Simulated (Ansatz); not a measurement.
Reaction (redistribution): `[F][Ga]([F])[O][SiH3]` + `[NH2][ZnH]` → `[NH2][Ga]([F])[O][SiH3]` + `[F][ZnH]`

Computed with Ansatz on PBE0-D4/def2-TZVP structures; ΔE is electronic, products minus reactants. CCSD(T)/CBS adds triple-zeta CCSD(T) − MP2 to the extrapolated MP2 energy (def2 sets, frozen cores). DFT in def2-TZVPP. For Ga, Zn outer-core shells are correlated without core-valence functions, which leaves a few kJ/mol of doubt a bond. Scalar relativity is left out up to krypton. Each species was taken in one conformer, which may not be the lowest.

`[F][Ga]([F])[O][SiH3]`:

Cartesian coordinates in Å:
```
F -0.221 -2.573 0.684
Ga 1.001 -1.418 0.261
F 2.638 -1.969 0.230
O 0.612 0.238 -0.123
Si -0.713 1.206 -0.235
H -1.455 1.224 1.052
H -1.620 0.718 -1.308
H -0.242 2.573 -0.561
```

`[NH2][ZnH]`:

```xyz
5

N    -0.298   -0.779   -0.051
Zn    0.178    0.957    0.193
H     0.262   -1.516    0.351
H    -0.640   -1.086   -0.949
H     0.498    2.423    0.456
```

`[NH2][Ga]([F])[O][SiH3]`:

```xyz
10

N    -0.340    2.567    0.424
Ga    0.260    0.883    0.532
F     1.574    0.487    1.617
O    -0.346   -0.429   -0.475
Si   -0.029   -2.015   -0.726
H    -1.198    2.787   -0.052
H    -0.097    3.251    1.120
H    -0.218   -2.803    0.522
H     1.366   -2.214   -1.204
H    -0.972   -2.513   -1.760
```

`[F][ZnH]`:

Cartesian coordinates in Å:
```
F -0.048 1.388 -0.924
Zn 0.002 -0.067 0.045
H 0.046 -1.321 0.880
```

```json
{"level": "ωB97X-V", "ΔE (kJ/mol)": "-40.4"}
{"level": "RPA@PBE/def2-TZVPP", "ΔE (kJ/mol)": "-36.1"}
```

What does CCSD(T)/CBS give? (An estimate is asked.)

Ansatz gave: -46.4 kJ/mol. The listed levels differ from it by 6.0, 10.3 kJ/mol.

Largest T1 diagnostic among the species: 0.018.

Leaving LDA and LC-ωPBE aside and taking each functional with its dispersion term where it has one, the values, not all of them listed here, spread over 6.8 kJ/mol, from BHLYP-D4 to PBE-QIDH. In def2-TZVPP, CCSD(T) changes the Hartree–Fock value by +7.3 kJ/mol (the triples alone add +1.8 kJ/mol) and MP2 by +10.9 kJ/mol. At CCSD(T), def2-SVP lies +4.4 kJ/mol from the extrapolated value and def2-TZVPP +10.4 kJ/mol.
